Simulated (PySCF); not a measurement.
[C₄H₂F₃O₃S]-, charge -1

Cartesian coordinates in Å; atom numbers follow the order of the lines, from 1:
```xyz
13

O    -3.365   -0.289   -2.103
S    -1.993    0.025   -1.592
O    -1.413   -1.079   -0.708
C     1.256   -0.905    0.097
C     2.412   -0.804    0.474
C     3.740   -0.594    0.976
O     4.718   -1.260    0.718
C    -2.431    1.245   -0.197
F    -2.937    2.390   -0.688
F    -1.341    1.578    0.514
F    -3.327    0.747    0.652
H     0.188   -0.979   -0.255
H     3.819    0.284    1.669
```

Total charge -1.

Computed with quadratic response CAM-B3LYP/aug-cc-pVDZ first hyperpolarisability, Taylor convention, gas phase in PySCF. Geometry: PBE0-D3(BJ)/def2-SVP.

The bonding changed while the geometry was optimised; results refer to the coordinates, not to the name. For a gas-phase anion, states above the detachment energy (about 3.9 eV, taken as minus the energy of the highest occupied orbital) lie in the continuum and depend on the basis.

(1) What is the first hyperpolarisability, and how does it disperse?

(2) Which lowest excitations and polarisabilities go with it?

## Answers

(1) In au, Taylor convention; the vector part is βᵢ = ⅓ Σⱼ (βᵢⱼⱼ + βⱼᵢⱼ + βⱼⱼᵢ):
| process | λ (nm) | β vector norm | β HRS | depolarisation ratio |
| --- | --- | --- | --- | --- |
| static β(0;0,0) | ∞ | 432.4 | 178.0 | 5.10 |
| second harmonic β(−2ω;ω,ω) | 1907 | 460.7 | 189.4 | 5.12 |
| Pockels β(−ω;ω,0) | 1907 | 441.5 | – | – |
| second harmonic β(−2ω;ω,ω) | 1064 | 537.4 | 220.2 | 5.20 |
| Pockels β(−ω;ω,0) | 1064 | 462.9 | – | – |

(2) S1 4.02 eV (f = 0.001); S2 4.08 eV (f = 0.001); S3 4.42 eV (f = 0.000); isotropic α 96.4 au static, 96.8 au at 1907 nm, 97.6 au at 1064 nm, 97.8 au at 953.5 nm, 101.3 au at 532 nm.
